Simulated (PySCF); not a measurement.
HBF, doublet, at a GFN2-xTB geometry; TPSS/6-31G* (PySCF).

Input for PySCF:
```python
from pyscf import gto, scf, dft

mol = gto.M(
    atom='''
B    -0.62114934    0.42261065    0.01060937
F     0.52302898   -0.21010080   -0.00107771
H    -1.60151411   -0.22214599   -0.04334740
''',
    basis='6-31g*',
    spin=1,
    verbose=4,
)

mf = dft.UKS(mol)
mf.xc = 'tpss'
mf.kernel()
```

Q: What does PySCF print? Leave out banner, timings and long lists.

A: 
```
PySCF version 2.14.0

[INPUT] verbose = 4
[INPUT] num. atoms = 3
[INPUT] num. electrons = 15
[INPUT] charge = 0
[INPUT] spin (= nelec alpha-beta = 2S) = 1
[INPUT] symmetry False subgroup None
[INPUT] Mole.unit = angstrom
[INPUT] Symbol           X                Y                Z      unit          X                Y                Z       unit  Magmom
[INPUT]  1 B     -0.621149340000   0.422610650000   0.010609370000 AA   -1.173802135054   0.798618385824   0.020048803654 Bohr   0.0
[INPUT]  2 F      0.523028980000  -0.210100800000  -0.001077710000 AA    0.988381527411  -0.397032970552  -0.002036576742 Bohr   0.0
[INPUT]  3 H     -1.601514110000  -0.222145990000  -0.043347400000 AA   -3.026423052527  -0.419795080770  -0.081914714212 Bohr   0.0

nuclear repulsion = 22.7061091152494
number of shells = 14
number of NR pGTOs = 58
number of NR cGTOs = 30
basis = 6-31g*
ecp = {}

******** <class 'pyscf.dft.uks.UKS'> ********
method = UKS
initial guess = minao
damping factor = 0
level_shift factor = 0
DIIS = <class 'pyscf.scf.diis.CDIIS'>
diis_start_cycle = 1
diis_space = 8
diis_damp = 0
SCF conv_tol = 1e-09
SCF conv_tol_grad = None
SCF max_cycles = 50
direct_scf = True
direct_scf_tol = 1e-13
number electrons alpha = 8  beta = 7
XC library pyscf.dft.libxc version 7.1.2
    S. Lehtola, C. Steigemann, M. J. T. Oliveira, and M. A. L. Marques,  SoftwareX 7, 1–5 (2018)
XC functionals = tpss
    J. Tao, J. P. Perdew, V. N. Staroverov, and G. E. Scuseria,  Phys. Rev. Lett. 91, 146401 (2003)
    J. P. Perdew, J. Tao, V. N. Staroverov, and G. E. Scuseria,  J. Chem. Phys. 120, 6898 (2004)
    J. Tao, J. P. Perdew, V. N. Staroverov, and G. E. Scuseria,  Phys. Rev. Lett. 91, 146401 (2003)
    J. P. Perdew, J. Tao, V. N. Staroverov, and G. E. Scuseria,  J. Chem. Phys. 120, 6898 (2004)
radial grids:
    Treutler-Ahlrichs [JCP 102, 346 (1995); DOI:10.1063/1.469408] (M4) radial grids

becke partition: Becke, JCP 88, 2547 (1988); DOI:10.1063/1.454033
pruning grids: <function nwchem_prune>
grids dens level: 3
symmetrized grids: False
atomic radii adjust function: <function treutler_atomic_radii_adjust>
small_rho_cutoff = 0
Set gradient conv threshold to 3.16228e-05
tot grids = 38120
init E= -125.31029710428

cycle= 1 E= -125.225293020425  delta_E= 0.085  |g|= 0.32  |ddm|= 1.22
cycle= 2 E= -125.072578902491  delta_E= 0.153  |g|= 0.738  |ddm|= 0.56
cycle= 3 E= -125.257882949152  delta_E= -0.185  |g|= 0.0361  |ddm|= 0.444
cycle= 4 E= -125.258552445996  delta_E= -0.000669  |g|= 0.00742  |ddm|= 0.0477
cycle= 5 E= -125.258584533784  delta_E= -3.21e-05  |g|= 0.000996  |ddm|= 0.00775
cycle= 6 E= -125.258585094442  delta_E= -5.61e-07  |g|= 0.000184  |ddm|= 0.00184
cycle= 7 E= -125.25858511832  delta_E= -2.39e-08  |g|= 4.53e-05  |ddm|= 0.000403
cycle= 8 E= -125.258585119885  delta_E= -1.57e-09  |g|= 1.29e-05  |ddm|= 6.76e-05
cycle= 9 E= -125.258585120002  delta_E= -1.17e-10  |g|= 3.2e-06  |ddm|= 2.3e-05
Extra cycle  E= -125.258585119997  delta_E= 4.69e-12  |g|= 5.7e-06  |ddm|= 6.04e-06
converged SCF energy = -125.258585119997  <S^2> = 0.75158918  2S+1 = 2.0015886
```
